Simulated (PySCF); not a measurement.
Structure with atom numbers: `[CH3:1][C:2]([CH3:3])([CH3:4])[C:5](=[O:6])[OH:7]`. Hydrogens are named by the atom that carries them.

GIAO PBE0/pcSseg-1 shifts (PySCF, gas phase, non-relativistic, equivalent atoms averaged), each against references optimised in the same way as the molecule (TMS, H2O).

On the GFN2-xTB geometry: C5 183.6, C2 40.5, C1/C3/C4 29.0, O6 436.4, O7 203.5, H(O7) 5.93, H(C1)/H(C3)/H(C4) 1.29 ppm.

What changes on the PBE0-D3(BJ)/def2-SVP geometry?

Results:


```
            atoms  δ (ppm)  change
               C5    182.2    -1.4
               C2     38.2    -2.3
         C1/C3/C4     28.8    -0.2
               O6    434.6    -1.8
               O7    207.0    +3.5
            H(O7)     5.48   -0.45
H(C1)/H(C3)/H(C4)     1.21   -0.08
```

Bonds between heavy atoms that differ most (equivalent bonds averaged): C5–O6 1.201 → 1.203 Å. Mean change of bonds to hydrogen: C–H +0.013 Å, O–H -0.001 Å.
